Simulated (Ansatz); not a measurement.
Abridged output of a molecular run in Ansatz:

```
Functional definition: HF
1166 factors; integrals over basis functions are off by at most 1.2e-3 eV
mean field evaluation 1: about -20248.4374 eV, gradient 3.3e1 eV
mean field evaluation 2: about -20248.4737 eV, gradient 3.3e1 eV
mean field evaluation 4: about -20251.5975 eV, gradient 3.7e0 eV
mean field evaluation 8: about -20251.6578 eV, gradient 2.4e-1 eV
mean field -20251.65830703 eV, -744.2347157163 hartree, gradient 6.6e-7 eV, S^2 0.000000; 0 other end points of the search recorded, 0 dependent functions left out
13 core orbitals not correlated: weight in the atoms' cores, before any rotation towards them, 1.000 or more for the frozen orbitals, at most 0.000 for the correlated occupied ones
reference -20251.65830703 eV, -744.2347157163 hartree; 15, 15 occupied and 90, 90 virtual orbitals, 1166 factors
second order -16.55028572 eV of doubles, -0.00000000 eV of singles
cycle   1  -17.82460093 eV  change    -1.3e0 eV  update   1.0e-1
cycle   2  -18.35354398 eV  change   -5.3e-1 eV  update   3.1e-2
cycle   3  -18.46027491 eV  change   -1.1e-1 eV  update   1.6e-2
cycle   4  -18.45817032 eV  change    2.1e-3 eV  update   4.7e-3
cycle   5  -18.45528294 eV  change    2.9e-3 eV  update   2.3e-3
cycle   6  -18.45482618 eV  change    4.6e-4 eV  update   8.8e-4
cycle   7  -18.45472398 eV  change    1.0e-4 eV  update   4.0e-4
cycle   8  -18.45468761 eV  change    3.6e-5 eV  update   1.4e-4
cycle   9  -18.45472334 eV  change   -3.6e-5 eV  update   5.6e-5
cycle  10  -18.45474491 eV  change   -2.2e-5 eV  update   2.2e-5
perturbative correction -0.44100621 eV, -0.0162066792 hartree
Total energy: -20270.55405814 eV, -744.9291217618 hartree
```

Its atoms:

Cartesian coordinates in Å:
```
C 0.075 2.105 -0.615
B -0.246 0.687 -1.157
Si -1.062 -0.760 -0.025
Si 0.747 -1.741 1.107
F 0.241 -2.902 2.097
H 1.156 2.078 -0.390
H -0.435 2.403 0.302
H -0.030 2.888 -1.372
H 0.115 0.403 -2.265
H -1.748 -1.834 -0.797
H -1.993 -0.242 1.019
H 1.718 -2.354 0.162
H 1.463 -0.733 1.934
```

Task: Which basis set was used?
A. def2-SVP
B. def2-TZVPPD
C. def2-SVPD
D. cc-pV(T+d)Z

Result: A. It gives 118 functions.

Task: Write the keys of the input that set method, charge and spin (a neutral closed shell needs none for the last two).

Result: 
```yaml
correlation: {method: ccsd_t}
```
